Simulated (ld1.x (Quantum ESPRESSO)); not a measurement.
**Before and after: ultrasoft potential for Al (Z = 13)**

aluminium (Al), ultrasoft, made with ld1.x (Quantum ESPRESSO) 7.5 (PBE, scalar-relativistic). Core [Ne], reference 3s2 3p1. Waves: 3s (bound): rcut 1.45, rcutus 1.85 bohr; 3s channel at 1.3 Ry: rcut 1.45, rcutus 1.85 bohr; 3p (bound): rcut 1.75, rcutus 2.40 bohr; 3p channel at 4.55 Ry: rcut 1.75, rcutus 2.40 bohr; 3d channel at 0.15 Ry: rcut 1.75, rcutus 2.15 bohr; 3d channel at 2.35 Ry: rcut 1.75, rcutus 2.15 bohr. Local part: all-electron potential smoothed inside 2.25 bohr (lloc = -1). Core correction: Bessel-smoothed model core inside 1.50 bohr. Augmentation charge: PSQ, inside the norm-conserving radii.

Change: core correction Bessel-smoothed model core inside 0.92 bohr.

Cutoffs: the cutoffs (Ry, on a coarse ladder) from which the occupation-weighted sum of valence levels, in a spherical-Bessel basis at the reference potential, stays within 10 and 1 mRy of its value at 400 Ry; they do not see the model core or the augmentation charge, which bear on the density cutoff. Errors are all-electron minus pseudo energies relative to the spin-unpolarised reference configuration.

Predict the effect on cutoff, ghosts and configuration errors.

Both files are so soft that the ladder of cutoffs tells neither apart; of the 7 tests that both files solve, the error grows in 4 and shrinks in 0 by more than 15 % and 0.3 meV (median size 1.9 → 5.5 meV); neither file shows a bound ghost. A model core, the more so a compact one, raises the density cutoff, which this test does not measure.

```tsv
quantity	base	changed
cutoff, loose	8 Ry	8 Ry
cutoff, tight	12 Ry	12 Ry
bound ghosts	none	none
error for 3s2 3p0, meV [ΔE 5.76 eV]	+0.5	+0.4
error for 3s1 3p0, meV [ΔE 24.99 eV]	+1.9	-7.1
error for 3s2 3p0.5, meV [ΔE 2.09 eV]	0.0	0.0
error for 3s1 3p1, meV [ΔE 11.57 eV]	-6.1	-11
error for 3s2 3p1.3, meV [ΔE -0.57 eV]	+0.1	0.0
error for 3s1 3p2, meV [ΔE 5.14 eV]	-2.4	-5.5
error for 3s0 3p3, meV [ΔE 10.45 eV]	-14	-27
s: phases at 2.60 bohr within 0.05 rad from the reference energy up to (Ry; the scan ends near 5)	3.6	3.6
p: phases at 2.60 bohr within 0.05 rad from the reference energy up to (Ry; the scan ends near 5)	to the end of the scan	to the end of the scan
d: phases at 2.60 bohr within 0.05 rad from the reference energy up to (Ry; the scan ends near 5)	4.5	4.5
lowest overlap eigenvalue by channel	s 0.47, p 0.77, d 0.97	s 0.47, p 0.77, d 0.97
```
